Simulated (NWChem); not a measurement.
System: SiHSCl₂F; SMILES F[Si](S)(Cl)Cl

Output (shortened):

```
             Northwest Computational Chemistry Package (NWChem) 7.3.0
             --------------------------------------------------------

                             Geometry "geometry" -> ""
                             -------------------------

 Output coordinates in angstroms (scale by  1.889725989 to convert to a.u.)

  No.       Tag          Charge          X              Y              Z
 ---- ---------------- ---------- -------------- -------------- --------------
    1 F                    9.0000    -0.02472100     0.15510800     1.86063100
    2 Si                  14.0000    -0.00761400     0.01423100     0.26423300
    3 S                   16.0000     0.79416400    -1.85539300    -0.34184200
    4 Cl                  17.0000    -1.93469500     0.09768900    -0.41285500
    5 Cl                  17.0000     1.07005800     1.61740200    -0.42901600
    6 H                    1.0000     2.02744300    -1.62510600     0.16351500

 Effective nuclear repulsion energy (a.u.)     444.8327354251

                              NWChem Property Module
                              ----------------------

                                 NWChem DFT Module
                                 -----------------

 Summary of "ao basis" -> "ao basis" (spherical)
 ------------------------------------------------------------------------------
       Tag                 Description            Shells   Functions and Types
 ---------------- ------------------------------  ------  ---------------------
 F                         def2-svpd                 9       23   4s3p2d
 Si                        def2-svpd                10       24   5s3p2d
 S                         def2-svpd                11       27   5s4p2d
 Cl                        def2-svpd                11       27   5s4p2d
 H                         def2-svpd                 4        8   2s2p

            General Information
            -------------------
          SCF calculation type: DFT
          Wavefunction type:  closed shell.
          No. of atoms     :     6
          No. of electrons :    74
           Alpha electrons :    37
            Beta electrons :    37
          Charge           :     0
          Spin multiplicity:     1
          Use of symmetry is: off; symmetry adaption is: off
          Maximum number of iterations: 150
          AO basis - number of functions:   136
                     number of shells:    56
          Convergence on energy requested:  1.00D-06
          Convergence on density requested:  1.00D-05
          Convergence on gradient requested:  5.00D-04

              XC Information
              --------------
                         B3LYP Method XC Potential
                     Hartree-Fock (Exact) Exchange  0.200
                        Slater Exchange Functional  0.800 local
                    Becke 1988 Exchange Functional  0.720 non-local
              Lee-Yang-Parr Correlation Functional  0.810
                  VWN I RPA Correlation Functional  0.190 local

             Grid Information
             ----------------
          Grid used for XC integration:  medium
          Radial quadrature: Mura-Knowles
          Angular quadrature: Lebedev.
          Tag              B.-S. Rad. Rad. Pts. Rad. Cut. Ang. Pts.
          ---              ---------- --------- --------- ---------
          F                   0.50       49          12.0       434
          Si                  1.10       88          11.0       590
          S                   1.00       88          13.0       590
          Cl                  1.00       88          13.0       590
          H                   0.35       45          13.0       434
          Grid pruning is: on
          Number of quadrature shells:   446
          Spatial weights used:  Erf1

      Superposition of Atomic Density Guess
      -------------------------------------

 Sum of atomic energies:       -1704.54626520

      Non-variational initial energy
      ------------------------------

 Total energy =   -1705.761511
 1-e energy   =   -3246.055349
 2-e energy   =    1095.461103
 HOMO         =      -0.338065
 LUMO         =       0.021423

   convergence    iter        energy       DeltaE   RMS-Dens  Diis-err
 ---------------- ----- ----------------- --------- --------- ---------
 d= 0,ls=0.0,diis     1  -1708.1194651179 -2.15D+03  1.79D-02  9.66D-01
 d= 0,ls=0.0,diis     2  -1708.0466152863  7.28D-02  9.20D-03  1.66D+00
 d= 0,ls=0.0,diis     3  -1708.2228163482 -1.76D-01  1.16D-03  4.57D-02
 d= 0,ls=0.0,diis     4  -1708.2258268389 -3.01D-03  7.07D-04  8.64D-03
 d= 0,ls=0.0,diis     5  -1708.2268388678 -1.01D-03  1.42D-04  3.57D-04
  Resetting Diis
 d= 0,ls=0.0,diis     6  -1708.2268859562 -4.71D-05  3.06D-05  1.07D-05
 d= 0,ls=0.0,diis     7  -1708.2268875502 -1.59D-06  1.57D-05  8.95D-07
 d= 0,ls=0.0,diis     8  -1708.2268875242  2.61D-08  8.38D-06  1.04D-06

         Total DFT energy =    -1708.226887524151
      One electron energy =    -3247.020667075349
           Coulomb energy =     1208.004876988420
    Exchange-Corr. energy =     -114.043832862295
 Nuclear repulsion energy =      444.832735425073

 Numeric. integr. density =       74.000003692555

                       DFT Final Molecular Orbital Analysis
                       ------------------------------------

 Vector   35  Occ=2.000000D+00  E=-3.548012D-01
              MO Center=  6.0D-01,  3.3D-01, -3.5D-01, r^2= 4.6D+00
   Bfn.  Coefficient  Atom+Function         Bfn.  Coefficient  Atom+Function
  ----- ------------  ---------------      ----- ------------  ---------------
   114      0.338752  5 Cl py               111      0.267644  5 Cl py
   115      0.254704  5 Cl pz                60      0.218914  3 S  py
   112      0.202722  5 Cl pz                57      0.191662  3 S  py
    88     -0.192398  4 Cl pz                61      0.186127  3 S  pz
   113     -0.181451  5 Cl px                85     -0.153189  4 Cl pz

 Vector   36  Occ=2.000000D+00  E=-3.486823D-01
              MO Center= -1.3D-01,  8.5D-01, -3.7D-01, r^2= 4.2D+00
   Bfn.  Coefficient  Atom+Function         Bfn.  Coefficient  Atom+Function
  ----- ------------  ---------------      ----- ------------  ---------------
   113      0.380547  5 Cl px               110      0.301948  5 Cl px
    87      0.294101  4 Cl py               115      0.264897  5 Cl pz
    84      0.234252  4 Cl py               112      0.209445  5 Cl pz
    88     -0.203103  4 Cl pz                86      0.173446  4 Cl px
   107      0.172812  5 Cl px                85     -0.160694  4 Cl pz

 Vector   37  Occ=2.000000D+00  E=-3.001486D-01
              MO Center=  7.5D-01, -1.5D+00, -2.8D-01, r^2= 2.5D+00
   Bfn.  Coefficient  Atom+Function         Bfn.  Coefficient  Atom+Function
  ----- ------------  ---------------      ----- ------------  ---------------
    61      0.489870  3 S  pz                58      0.379370  3 S  pz
    60     -0.255082  3 S  py                55      0.212208  3 S  pz
    57     -0.193184  3 S  py                59     -0.159763  3 S  px
   114     -0.140979  5 Cl py                56     -0.124792  3 S  px
   111     -0.110347  5 Cl py                54     -0.108222  3 S  py

 Vector   38  Occ=0.000000D+00  E=-3.932793D-02
              MO Center=  2.7D-01, -2.6D-01, -2.3D-01, r^2= 7.6D+00
   Bfn.  Coefficient  Atom+Function         Bfn.  Coefficient  Atom+Function
  ----- ------------  ---------------      ----- ------------  ---------------
    28      1.677530  2 Si s                 26      0.711392  2 Si s
    27      0.458285  2 Si s                 25      0.350605  2 Si s
    63     -0.333583  3 S  py                89     -0.318942  4 Cl px
    60     -0.314668  3 S  py               117      0.297738  5 Cl py
     4     -0.288675  1 F  s                 79     -0.285671  4 Cl s

 Vector   39  Occ=0.000000D+00  E=-2.294237D-02
              MO Center=  1.1D+00, -1.4D+00, -7.6D-02, r^2= 5.3D+00
   Bfn.  Coefficient  Atom+Function         Bfn.  Coefficient  Atom+Function
  ----- ------------  ---------------      ----- ------------  ---------------
    28      1.022748  2 Si s                 27     -0.412538  2 Si s
    52      0.328211  3 S  s                129      0.288783  6 H  s
    59     -0.281796  3 S  px                35     -0.259072  2 Si px
    50     -0.240188  3 S  s                134      0.240829  6 H  px
    56     -0.215151  3 S  px                74      0.187579  3 S  d  2

 Vector   40  Occ=0.000000D+00  E= 1.497464D-03
              MO Center=  3.4D-01, -1.5D-01,  1.1D-01, r^2= 6.2D+00
   Bfn.  Coefficient  Atom+Function         Bfn.  Coefficient  Atom+Function
  ----- ------------  ---------------      ----- ------------  ---------------
    28      1.980462  2 Si s                  4     -0.712176  1 F  s
    37      0.665365  2 Si pz                79     -0.433194  4 Cl s
   106     -0.392712  5 Cl s                130     -0.327056  6 H  s
    35      0.298683  2 Si px                13      0.294943  1 F  pz
    34      0.263425  2 Si pz               117      0.243720  5 Cl py

     Multipole analysis of the density
     ---------------------------------

[...]

 DFT Linear Response polarizability / au
 Frequency  =       0.0773000 / au
 Wavelength =     589.4353558 / nm
              X              Y              Z
 -----------------------------------------------
 X      79.4049500     -1.9649397      0.4099204
 Y      -1.9649268     82.2804415     -0.5730387
 Z       0.4099192     -0.5730729     61.5879461
 -----------------------------------------------
 Eigenvalues =      78.4085940     83.2998106     61.5649330
 Isotropic   =      74.4244459
 Anisotropic =      19.7488965
 -----------------------------------------------

 Magnetic Dipole Response Matrix (nonzero elements):
```

Level: B3LYP/def2-SVPD. Geometry: optimised at B3LYP/6-31G* (spherical d). B3LYP is NWChem's, with the RPA form of VWN correlation.

**Question.** Write an input that gives this output.

**Answer.** This is not unique; one that fits is the input that was run:
```
start job
memory heap 200 mb stack 900 mb global 1100 mb
geometry units angstroms noautosym nocenter noautoz
  F     -0.024721     0.155108     1.860631
  Si    -0.007614     0.014231     0.264233
  S      0.794164    -1.855393    -0.341842
  Cl    -1.934695     0.097689    -0.412855
  Cl     1.070058     1.617402    -0.429016
  H      2.027443    -1.625106     0.163515
end
basis spherical
  F library def2-svpd
  Si library def2-svpd
  S library def2-svpd
  Cl library def2-svpd
  H library def2-svpd
end
dft
  xc b3lyp
  iterations 150
end
property
  response 1 0.0773
end
task dft property
```
